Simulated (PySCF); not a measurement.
# Fractional electron number in Pt⁻ (platinum, charge -1)

The 6s beta orbital of [Xe] 4f14 5d9 6s2 is emptied in steps (occupation f), with all orbitals relaxed, ending at [Xe] 4f14 5d9 6s1. All numbers are calculated (PySCF 2.14, a scalar-relativistic core potential, in def2-TZVPPD with the def2 core potential (60 electrons)). The exact energy is a straight line in f; departures are measured from the line between the end points of the same method.

| f | CAM-B3LYP (eV) |
| --- | --- |
| 1 | 0.000 |
| 0.75 | -0.200 |
| 0.5 | -0.270 |
| 0.25 | -0.205 |
| 0 | 0.000 |

Q: For CAM-B3LYP, how does the orbital energy at f = 1 compare with the removal energy?

A: −ε = 0.654 eV against a total-energy difference of 1.714 eV. By Janak's theorem ε = ∂E/∂f, so the gap between them reflects the curvature. Along the path −ε is 1.172 (f = 0.75), 1.702 (f = 0.5), 2.250 (f = 0.25) eV.

Reference removal energy between the ground levels: 2.125 eV (measured; photodetachment measurements, as compiled on the Wikipedia data page of electron affinities). The calculation has no spin-orbit coupling.
